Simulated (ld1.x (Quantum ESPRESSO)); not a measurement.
Which change was made? (Ti, PAW)

| Property | Result |
| --- | --- |
| Element | titanium (Ti) |
| Generator | ld1.x (Quantum ESPRESSO) 7.5 |
| Type | PAW |
| Functional | PBEsol |
| Relativity | scalar-relativistic |
| Frozen core | [Ne] |
| Valence charge | 12 |
| Reference configuration | 3s2 3p6 3d2 4s1.5 4p0.5 |
| Partial waves | 3s (bound): rcut 1.35, rcutus 1.50 bohr; 4s (bound): rcut 1.35, rcutus 1.50 bohr; 3p (bound): rcut 1.90, rcutus 2.10 bohr; 4p (bound): rcut 1.90, rcutus 2.10 bohr; 3d (bound): rcut 1.35, rcutus 1.75 bohr; 3d channel at 0.05 Ry: rcut 1.35, rcutus 1.75 bohr |
| Local potential | all-electron potential smoothed inside 1.45 bohr (lloc = -2) |
| Core correction | Bessel-smoothed model core inside 1.00 bohr |
| Augmentation charge | BESSEL, radius 1.50 bohr |

Cutoffs, loose and tight: the cutoffs (Ry, on a coarse ladder) from which the occupation-weighted sum of valence levels, in a spherical-Bessel basis at the reference potential, stays within 10 and 1 mRy of its value at 400 Ry. They do not see the model core or the augmentation charge, which bear on the density cutoff. Test errors are all-electron minus pseudo excitation energies from the reference, over the configurations 3s2 3p6 3d2 4s2 4p0; 3s2 3p6 3d2 4s1 4p0; 3s2 3p6 3d2 4s0 4p0; 3s2 3p6 3d3 4s0 4p0; 3s2 3p6 3d2 4s0 4p1; 3s2 3p6 3d1 4s2 4p1; 3s2 3p5 3d2 4s2 4p0; variants that change the core or the reference have their own tests. The largest error is taken over the tests solved by every variant that gives reliable tests at all, those not shown here included: 3s2 3p6 3d2 4s0 4p0; 3s2 3p6 3d2 4s1 4p0; 3s2 3p6 3d2 4s2 4p0.

The base gives: outcome: generated; cutoff, loose: 35 Ry; cutoff, tight: 50 Ry; bound ghosts: none; largest test error (meV): -1.4.

Question: After one change the result is: outcome: generated; cutoff, loose: 35 Ry; cutoff, tight: 55 Ry; bound ghosts: none; largest test error (meV): -1.0. Which change was it?
A. waves 3p (bound): rcut 1.56, rcutus 1.66 bohr; 4p (bound): rcut 1.56, rcutus 1.66 bohr
B. all radii but the core radius scaled by about 0.75 (s 1.12, p 1.58, d 1.32 bohr, rcut 1.02/1.42/1.02); local potential all-electron potential smoothed inside 1.08 bohr (lloc = -2); augmentation BESSEL, radius 1.12 bohr
C. local potential all-electron potential smoothed inside 1.30 bohr (lloc = -2)

Answer: A. The others give: all radii but the core radius scaled by about 0.75 (s 1.12, p 1.58, d 1.32 bohr, rcut 1.02/1.42/1.02); local potential all-electron potential smoothed inside 1.08 bohr (lloc = -2); augmentation BESSEL, radius 1.12 bohr → outcome: generated, overlap not positive; bound ghosts: not determined (overlap not positive); largest test error (meV): -1.2 | local potential all-electron potential smoothed inside 1.30 bohr (lloc = -2) → outcome: generated, overlap not positive; bound ghosts: not determined (overlap not positive); largest test error (meV): -2.5. A file whose overlap is not positive is unfit for use, and its test errors describe a broken file.
